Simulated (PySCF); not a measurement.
These are PBE-D3(BJ)/def2-TZVP // B3LYP-D3(BJ)/def2-TZVP in PySCF values and carry that method's errors. Isolated molecules, 0 K electronic values unless said otherwise. 

Reference species (SMILES): `[Cl][SnH2][Cl]` (neutral, multiplicity 1).

```
Item           Result
-------------  ------
dipole moment  2.56 D
```

Changed species: `[SnH3][Cl]` (whole molecule; the reference has whole molecule).

What does the change do to the dipole moment?

the dipole moment falls by 0.11 D, to 2.45 D.
